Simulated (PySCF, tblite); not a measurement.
Species: C7H9BF2.
Atom-mapped SMILES: `[CH3:1][C:2]#[C:3][CH2:4]/[C:5]([CH3:6])=[CH:7]/[B:8]([F:9])[F:10]` (hydrogens: H11, H12, H13 on C1; H14, H15 on C4; H16, H17, H18 on C6; H19 on C7)

Cartesian coordinates in Å at the GFN2-xTB level; atoms count from 1:
```xyz
19
C7H9BF2 angstrom
C      3.512   -0.959   -0.106
C      2.346   -0.106   -0.024
C      1.394    0.618    0.051
C      0.204    1.449    0.145
C     -1.009    0.554    0.154
C     -1.419    0.065   -1.193
C     -1.606    0.221    1.310
B     -2.812   -0.701    1.544
F     -3.524   -1.322    0.612
F     -3.250   -0.946    2.771
H      4.373   -0.458    0.336
H      3.734   -1.192   -1.147
H      3.328   -1.887    0.434
H      0.174    2.123   -0.715
H      0.256    2.043    1.061
H     -0.566   -0.413   -1.675
H     -1.717    0.910   -1.814
H     -2.241   -0.639   -1.141
H     -1.185    0.648    2.214
```

Jobs on this species (19 atoms, 74 electrons) with PySCF (density fitting) and tblite. Hardware of each: one thread, Arm Neoverse V1 (aarch64), no GPU, shared host. Times come from a shared host and carry two figures at best.

| level and settings | work | basis functions | SCF cycles | wall time |
| --- | --- | --- | --- | --- |
| PBE0/pcSseg-1 | shieldings, charges and field gradients | 215 | ? | ? |
| GFN2-xTB | L-BFGS relaxation | – | – | 0.93 s |
| GFN2-xTB | Hessian by finite differences | – | – | 0.71 s |

Question: Fill in the missing figures.

Answer: 
- PBE0/pcSseg-1; shieldings, charges and field gradients: 38 s, 14 SCF cycles

Question: What do all jobs in the table cost together?

Answer: About 40 s; the longest takes about 96 % of that, and about 54 times as long as the shortest.
